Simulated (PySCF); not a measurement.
## Simulated absorption spectrum

C5H12O2Si.
Bonds: C1–C2, C2–C3, C2–C4, C4–C5, C5–O6 (double), C5–O7, O7–Si8. Hydrogens: H9, H10, H11 on C1; H12 on C2; H13, H14, H15 on C3; H16, H17 on C4; H18, H19, H20 on Si8.

Method used: TDDFT CAM-B3LYP/def2-SVPD, vertical, gas phase, core orbitals frozen in the response in PySCF 2.14.0, density-fitted response routines. Isolated species at its PBE0-D3(BJ)/def2-SVP geometry (one conformer only). Torsions of this conformer, `[CH3:1][CH:2]([CH3:3])[CH2:4][C:5](=[O:6])[O:7][SiH3:8]`: C1–C2–C4–C5 168°, C2–C4–C5–O6 -15°, C4–C5–O7–Si8 178°.

Computed states:

| state | E (eV) | f |
| --- | --- | --- |
| S1 | 5.91 | 0.0003 |
| S2 | 7.70 | 0.033 |
| S3 | 8.08 | 0.0044 |
| S4 | 8.18 | 0.076 |
| S5 | 8.24 | 0.0017 |
| S6 | 8.38 | 0.025 |
| S7 | 8.54 | 0.063 |
| S8 | 8.63 | 0.018 |
| S9 | 8.89 | 0.022 |
| S10 | 8.90 | 0.040 |

Broadening: Gaussians 0.4 eV wide at half height, area fixed by f = 4.319×10⁻⁹ ∫ε dν̃. The cross-section is σ = 3.8235×10⁻²¹ ε cm², given in Mb (10⁻¹⁸ cm²). The width is an assumption, not a result. The curve ends short of the highest state used, and states not computed would add to its high-energy end.

**Question.** What does the envelope look like, and where are its maxima?

**Answer.** 
E (eV), σ (Mb) and a bar:
```
     5.31       0.00 
     5.44       0.00 
     5.57       0.01 
     5.70       0.04 
     5.83       0.08 
     5.96       0.08 
     6.09       0.05 
     6.22       0.02 
     6.35       0.00 
     6.48       0.00 
     6.61       0.00 
     6.74       0.00 
     6.87       0.00 
     7.00       0.00 
     7.13       0.03 
     7.26       0.32 
     7.39       1.70 ##
     7.52       5.03 #####
     7.65       8.46 #########
     7.78       9.10 ##########
     7.91      10.49 ###########
     8.04      17.66 ###################
     8.17      25.63 ###########################
     8.30      28.23 ##############################
```

Maxima: 210 nm (5.90 eV), ε about 22, made up of S1 (100%); 160 nm (7.74 eV), ε about 2400, made up of S2 (90%) (hardly more than a shoulder) (ε in L mol⁻¹ cm⁻¹; maxima over ε = 5, shares over 10%). At its high-energy end, 8.30 eV, the curve is still rising (ε about 7400, from S4, S6 and S7).

**Question.** What would ε be at 7.74 eV, the highest of these maxima, with half the width (0.2 eV)?

**Answer.** About 3890 L mol⁻¹ cm⁻¹ against 2390, a factor of about 1.6; a lone state at its own centre would give exactly 2.

**Question.** Does any computed singlet lie in the visible range?

**Answer.** No computed singlet lies in the visible range (380 to 750 nm); the lowest, at 210 nm, stands 2.64 eV above its violet end (3.26 eV).

**Question.** On this curve, what absorbance would a 10⁻⁵ mol/L sample give at 222 nm over a 1 cm path?

**Answer.** 222 nm is 5.585 eV, where ε is about 3.8 L mol⁻¹ cm⁻¹, so A = ε c l ≈ 3.8e-05 (Beer–Lambert, with the gas-phase spectrum and the assumed width).

All these states lie below the vertical ionisation energy of 10.49 eV (ΔSCF).
